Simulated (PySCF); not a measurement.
H₂Te, septet, at the geometry of the source list (a higher spin typed on purpose: for a closed-shell molecule this is an excited state) (core potentials on Te) (in this run its highest filled SCF level lies above zero, so its values depend strongly on the basis, on diffuse functions most of all); PBE0/def2-SVP (PySCF).

The PySCF input:
```python
from pyscf import gto, scf, dft

mol = gto.M(
    atom='''
Te   -0.00170000    0.78910000    0.00000000
H    -1.13910000   -0.39800000    0.00000000
H     1.14080000   -0.39100000    0.00000000
''',
    basis='def2-svp',
    ecp={'Te': 'def2-svp'},
    spin=6,
    verbose=3,
)

mf = dft.UKS(mol)
mf.xc = 'pbe0'
mf.kernel()
```

Question: Write the output that PySCF gives for this input, abridged.

Answer: 
```
converged SCF energy = -268.343413513369  <S^2> = 12.00205  2S+1 = 7.0005857
```
